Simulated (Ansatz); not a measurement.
Coupled-cluster diagnostics for Al₆V⁻, Ansatz.

Geometry of the singlet (r2SCAN-D4/def2-SVPD):

```xyz
7

V    -1.308   -0.866    1.309
Al    0.219   -1.296   -0.531
Al    2.145    0.596   -0.332
Al   -0.307    1.238    0.620
Al    1.127   -0.621    1.882
Al   -2.085   -0.013   -0.923
Al    0.208    0.963   -2.024
```

Correlated methods freeze 35 core orbitals; core or outer-core shells of V are correlated, in sets that lack core-valence functions. The structure comes from a short search, and lower isomers may exist.

Q: Estimate the CCSD(T) correlation energy, the shares of MP2 and (T), T1 and the reference's ⟨S²⟩ for: charge -1, singlet, own geometry in def2-SVPD; and the rough time on 4 threads of Arm Neoverse V1 on a shared host.

A: 
```
                           state      basis  correlation (eV)  MP2 share (%)  (T) share (%)     T1  ⟨S²⟩ (pure)  wall time                                                    remarks
charge -1, singlet, own geometry  def2-SVPD           -27.914           81.4           14.7  0.184  0.00 (0.00)    3.1 min  flagged by the program, large T1, restricted SCF unstable
```
Customary marks for T1 are 0.02 (closed shells), 0.045 (open shells) and about 0.05 (3d metals). T1 exceeds 0.02 in 1 of 1 rows and 0.045 in 1; the higher it lies, the less the single-reference result can be trusted.
